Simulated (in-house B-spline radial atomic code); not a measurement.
**Response and correlation of the rhodium ion Rh⁴¹⁺**

Closed shell [He] 2s2. Computed with an all-electron radial atomic-structure program (B-spline basis): Dirac-Hartree-Fock, relativistic RPA (time-dependent Dirac-Hartree-Fock) for the response and second-order many-body perturbation theory for correlation, no-pair Dirac-Coulomb Hamiltonian, finite nucleus.

| multipole (bohr³, bohr⁵, bohr⁷) | uncoupled | coupled RPA |
| --- | --- | --- |
| dipole | 0.0014449 | 0.0019999 |
| quadrupole | 3.906e-06 | 4.0104e-06 |
| octupole | 1.0281e-07 | ? |

(1) What is the coupled octupole polarisability?

(2) Which subshells carry the dipole polarisability?

(3) What does the dipole shielding factor come to?

Dipole polarisability at imaginary frequency:

```csv
u (Eh),α(iu) (bohr³)
0,0.002
5.44,0.001215
13.6,0.0005698
27.2,0.0002324
40.8,0.0001377
54.4,9.924e-05
81.7,6.631e-05
109,5.057e-05
136,4.066e-05
191,2.804e-05
272,1.804e-05
408,1.032e-05
544,6.791e-06
817,3.662e-06
1360,1.602e-06
2720,4.667e-07
```

(4) What dispersion coefficients follow for two such ions (the dispersion part alone)?

Lowest J = 1 odd-parity excitations:

```csv
energy (eV),oscillator strength,leading channel,weight
83.258,0.00657,2s1/2 → p1/2,0.972
293.94,0.145,2s1/2 → p3/2,0.972
3672,0.222,2s1/2 → p1/2,0.997
3723.9,0.501,2s1/2 → p3/2,0.997
4898,0.0553,2s1/2 → p1/2,0.998
4919.5,0.127,2s1/2 → p3/2,0.998
5459.9,0.0229,2s1/2 → p1/2,0.998
5470.8,0.0529,2s1/2 → p3/2,0.998
```

Second-order correlation energy by the highest angular momentum of the excited pair (hartree): s -0.01769, p -0.2414, d -0.01131, f -0.002911, g -0.001056, h -0.0004704, i -0.0002335, k -0.0001283.

(5) What is the second-order correlation energy at the partial-wave limit?

Answers

(1) 1.047e-07 atomic units, +2 % against the uncoupled value.

(2) 2s1/2 100.0 %, 1s1/2 -0.0 %.

(3) The dipole shielding factor is 0.089, against the exact N/Z = 4/45 = 0.089 of the non-relativistic theorem.

(4) C6 = (3/π)∫α(iu)²du = 2.272e-05 hartree·bohr⁶ and C8 = 5.658e-07 hartree·bohr⁸.

(5) The listed waves sum to -0.27516 hartree; extrapolating the increments as (l + 1/2)⁻⁴ gives -0.27543 hartree, -1.87 eV per electron.
